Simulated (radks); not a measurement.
Values are calculated unless marked as measured or tabulated.
Coulomb parameter of the 5d shell of the platinum ion Pt2+ in the model configuration [Xe] 4f14 5d7 6s1, as a second difference U = [E(n + 0.25) + E(n - 0.25) - 2 E(n)] / (0.25)^2 with all orbitals relaxed. "Bare": the charge of the atom changes with n. "Screened": the 6s shell takes up the change at fixed total charge, which measures U(5d,5d) + U(6s,6s) - 2 U(5d,6s). Level of theory: scalar-relativistic Kohn-Sham, r2SCAN, spin-unpolarised, spherical densities, finite nucleus; meta-GGA in the generalised Kohn-Sham scheme; Fermi nuclear charge, rms radius 5.427 fm (a radial shooting solver on a logarithmic mesh with Libxc functionals).

case                      configuration  E - E(n) (eV)
start                 [Xe] 4f14 5d7 6s1          0.000
bare +0.25         [Xe] 4f14 5d7.25 6s1         -6.785
bare -0.25         [Xe] 4f14 5d6.75 6s1          7.573
screened +0.25  [Xe] 4f14 5d7.25 6s0.75         -1.325
screened -0.25  [Xe] 4f14 5d6.75 6s1.25          1.389

U(bare) = 12.611 eV, U(screened by 6s) = 1.026 eV, against the Slater integral F0(5d,5d) = 16.279 eV with frozen orbitals.
